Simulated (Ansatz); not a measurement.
A nudged elastic band was laid between two geometries of a periodic cell of 17 atoms, Si16Ge (host Si, host structure diamond, interstitial Ge).

Computed with Ansatz, DFT PBE, scalar-relativistic, plane waves, PAW. Settings: PAW set soft_1, cutoff 420 eV, k mesh 2x2x2, gaussian smearing 0.02 eV, no spin polarisation.

```
movable images  : 5
climbing image  : yes
spring          : 5.0 eV/Å²
optimiser       : quadratic models (default)
start path      : IDPP
force threshold : 0.05 eV/Å
iteration limit : 60
end points      : relaxed
```

Image 0:

```xyz
17
Lattice="0.0000 5.4300 5.4300 5.4300 0.0000 5.4300 5.4300 5.4300 0.0000" Properties=species:S:1:pos:R:3
Si 0.030 -0.001 -0.002
Si 1.343 1.363 1.363
Si 2.712 2.657 -0.002
Si 4.093 4.018 1.407
Si 2.712 -0.001 2.658
Si 4.093 1.410 4.020
Si 5.428 2.714 2.713
Si 6.760 4.019 4.021
Si -0.003 2.714 2.713
Si 1.343 4.064 4.064
Si 2.712 5.429 2.769
Si 4.080 6.794 4.063
Si 2.712 2.771 5.428
Si 4.080 4.064 6.793
Si 5.393 5.429 5.429
Si 6.760 6.839 6.836
Ge 8.143 5.429 5.429
```

Image 6:

```xyz
17
Lattice="0.0000 5.4300 5.4300 5.4300 0.0000 5.4300 5.4300 5.4300 0.0000" Properties=species:S:1:pos:R:3
Si -0.007 0.015 -0.006
Si 1.358 1.331 1.358
Si 2.770 2.698 -0.054
Si 4.131 4.076 1.358
Si 2.722 0.015 2.722
Si 4.073 1.361 4.073
Si 5.424 2.706 2.722
Si 6.788 4.076 4.015
Si -0.055 2.698 2.770
Si 1.357 4.076 4.131
Si 2.769 5.453 2.769
Si 4.073 6.789 4.073
Si 2.722 2.706 5.424
Si 4.014 4.076 6.788
Si 5.376 5.453 5.377
Si 6.788 6.820 6.788
Ge 6.788 4.074 6.788
```

(1) Which bonds break or form, and what moves?

(2) Give the energies along the band, and the barrier.

(3) What is the geometry of the highest image?

## Answers

(1) Contacts lost: Si6–Ge17. Contacts made: Si9–Ge17. The atom that moves furthest is Ge17, by 2.35 Å.

(2) It converged. The highest image is number 3 of 0 to 6, 0.34 eV above the ends, which have the same energy within 2 meV. By the program's own check the climbing image is of a kind that is not told: the force calls were inconclusive, a negative curvature could not be distinguished from the path's own, the only one lies far off the path, or fixed occupations may fill a level only in part (lowest curvatures found: -0.98 and 0.21 eV/Å²). Limits of this set-up: coarse k mesh.

```
image  path coordinate (Å)  energy (eV)  Si6–Ge17 (Å)  Si9–Ge17 (Å)
    0                 0.00         0.00          2.42          4.70
    1                 0.47         0.08          2.46          4.32
    2                 0.94         0.29          2.54          3.90
    3                 1.41         0.34          2.80          3.41
    4                 2.07         0.34          3.49          2.75
    5                 2.74         0.15          4.15          2.49
    6                 3.40         0.00          4.70          2.43
```

(3) 
```xyz
17
Lattice="0.0000 5.4300 5.4300 5.4300 0.0000 5.4300 5.4300 5.4300 0.0000" Properties=species:S:1:pos:R:3
Si 0.046 -0.084 0.083
Si 1.426 1.357 1.287
Si 2.807 2.620 -0.096
Si 4.234 3.937 1.485
Si 2.633 -0.082 2.665
Si 3.782 1.066 4.362
Si 5.160 2.446 2.984
Si 6.663 3.935 3.902
Si 0.190 2.911 2.521
Si 1.429 4.148 4.072
Si 2.806 5.532 2.803
Si 4.262 6.980 3.881
Si 2.637 2.767 5.506
Si 4.072 4.149 6.711
Si 5.344 5.531 5.335
Si 6.660 6.970 6.919
Ge 7.590 4.882 5.981
```

The run took 12 min on 1 thread of Arm Neoverse V2 (shared host), peak memory 0.9 GiB.
